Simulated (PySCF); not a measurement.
Mg(F)(NMe2) (C₂H₆FMgN), SMILES C[N](C)[Mg][F].

The structure is a stationary point at B3LYP-D3(BJ)/def2-SVP. The structure was generated by enumeration; whether it is a known compound was not checked. The values are those of a single conformer.

Two levels are set side by side: TDA-PBE/def2-SVPD (PySCF) and TDA-M06-2X/def2-SVPD (PySCF). Vertical, same geometry. The lowest singlet is HOMO→LUMO 100 % with PBE and HOMO→LUMO 94 % with the other functional; states are paired by order. Differences are taken from unrounded values.

| quantity | TDA-M06-2X | TDA-PBE | TDA-PBE minus TDA-M06-2X |
|---|---|---|---|
| lowest singlet excitation (eV) | 3.43 | 2.58 | -0.85 |
| lowest triplet excitation (TDA) (eV) | 3.30 | 2.35 | -0.95 |
| first bright state (f over 0.05) (eV) | 5.13 | 4.30 | -0.83 |
| its oscillator strength | 0.07 | 0.06 | -0.01 |

Functionals without exact exchange tend to place singlet excitations lower, as here. Differences between two approximate levels are no errors against the true value.

Rough cost on one machine, each run with all the roots and properties that it gave: TDA-M06-2X against TDA-PBE about 7 times.
